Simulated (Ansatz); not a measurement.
`[SiH3][SnH3]` + `N/C=N/[SiH2]N` → `N[SiH2][SnH3]` + `C=N[SiH2]N`  (redistribution)

Calculated with Ansatz (gas phase, PBE0-D4/def2-TZVP geometries, no zero-point term in ΔE). CCSD(T)/CBS adds triple-zeta CCSD(T) − MP2 to the extrapolated MP2 energy (def2 sets, frozen cores). DFT in def2-TZVPP. def2 core potentials past Kr. For Sn outer-core shells are correlated without core-valence functions, which leaves a few kJ/mol of doubt a bond. One conformer a species, not always the lowest.

Task: Is it downhill or uphill in electronic energy at CCSD(T)/CBS, and by how much? (Estimate.)

Result: The calculation gave: Downhill: ΔE = -5.0 kcal/mol.

Task: What do these levels give: PBE-D4, PBE0-D4, ωB97X-V, ωB97M-V, B2PLYP, PBE0, CCSD/def2-TZVPP, HF/def2-QZVPP, MP2/def2-QZVPP, SCS-MP2/def2-QZVPP, HF/CBS(def2), MP2/CBS(def2)? (Estimate.)

Result: Computed: PBE-D4 0.9, PBE0-D4 -0.1, ωB97X-V -2.2, ωB97M-V -3.1, B2PLYP -2.7, PBE0 0.1, CCSD/def2-TZVPP -4.8, HF/def2-QZVPP -4.5, MP2/def2-QZVPP -4.5, SCS-MP2/def2-QZVPP -5.3, HF/CBS(def2) -4.5, MP2/CBS(def2) -4.7 kcal/mol.

Largest T1 diagnostic among the species: 0.013.

From PBE to PBE0 (25 % exact exchange), in def2-TZVPP and without D4, ΔE moves by −1.0 kcal/mol.
